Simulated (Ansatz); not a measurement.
Reaction (formal hydrolysis of a B–Cl bond): `ClB1N[SiH2]1` + H₂O → `OB1N[SiH2]1` + HCl

Calculated with Ansatz (gas phase, PBE0-D4/def2-TZVP geometries, no zero-point term in ΔE). CCSD(T)/CBS is the MP2 limit (def2-TZVPP, def2-QZVPP) plus CCSD(T) − MP2 in def2-TZVPP, frozen cores. This one scheme is used for every species. Functionals use def2-TZVPP. B3LYP here is the variant with VWN-RPA as its local correlation; programs differ in this. HSE06 is defined as in plane-wave codes. One conformer a species, not always the lowest.

| level | ΔE (kJ/mol) | difference from CCSD(T)/CBS |
| --- | --- | --- |
| LDA (SPW92) | -25.9 | -10.1 |
| PBE-D4 | -17.5 | -1.7 |
| revPBE-D4 | -15.2 | 0.6 |
| r2SCAN-D4 | -19.8 | -4.0 |
| B97M-V | -22.4 | -6.6 |
| PBE0-D4 | -17.9 | -2.1 |
| B3LYP-D4 | -22.4 | -6.6 |
| r2SCANh-D4 | -19.9 | -4.1 |
| r2SCAN0-D4 | -20.0 | -4.2 |
| HSE06-D4 | -17.8 | -2.0 |
| BHLYP-D4 | -23.8 | -8.0 |
| CAM-B3LYP-D4 | -26.7 | -10.9 |
| ωB97M-V | -21.5 | -5.7 |
| B2PLYP | -21.9 | -6.1 |
| PBE-QIDH | -17.7 | -1.9 |
| PBE | -19.0 | -3.2 |
| revPBE | -17.0 | -1.2 |
| BLYP | -24.8 | -9.0 |
| r2SCAN | -20.1 | -4.3 |
| PBE0 | -19.3 | -3.5 |
| B3LYP | -25.1 | -9.3 |
| r2SCANh | -20.2 | -4.4 |
| r2SCAN0 | -20.4 | -4.6 |
| HSE06 | -19.2 | -3.4 |
| BHLYP | -26.7 | -10.9 |
| CAM-B3LYP | -28.2 | -12.4 |
| LC-ωPBE | -22.1 | -6.3 |
| HF/def2-SVP | -34.5 | -18.7 |
| MP2/def2-SVP | -26.3 | -10.5 |
| CCSD/def2-SVP | -30.1 | -14.3 |
| CCSD(T)/def2-SVP | -29.1 | -13.3 |
| HF/def2-TZVPP | -29.0 | -13.2 |
| MP2/def2-TZVPP | -14.5 | 1.3 |
| CCSD/def2-TZVPP | -21.9 | -6.1 |
| CCSD(T)/def2-TZVPP | -19.8 | -4.0 |
| MP2/def2-QZVPP | -12.3 | 3.5 |
| SCS-MP2/def2-QZVPP | -15.8 | 0.0 |
| HF/CBS(def2) | -29.3 | -13.5 |
| MP2/CBS(def2) | -10.5 | 5.3 |
| CCSD/CBS(def2) | -17.9 | -2.1 |
| CCSD(T)/CBS | -15.8 | 0 |

Largest T1 diagnostic among the species: 0.013.

Leaving LDA and LC-ωPBE aside and taking each functional with its dispersion term where it has one, the values spread over 11.4 kJ/mol, from CAM-B3LYP-D4 to revPBE-D4. LDA lies −6.9 kJ/mol from PBE without D4. At CCSD(T), def2-SVP lies −13.3 kJ/mol from the extrapolated value and def2-TZVPP −4.0 kJ/mol. In def2-TZVPP, CCSD(T) changes the Hartree–Fock value by +9.2 kJ/mol (the triples alone add +2.1 kJ/mol) and MP2 by +14.5 kJ/mol.
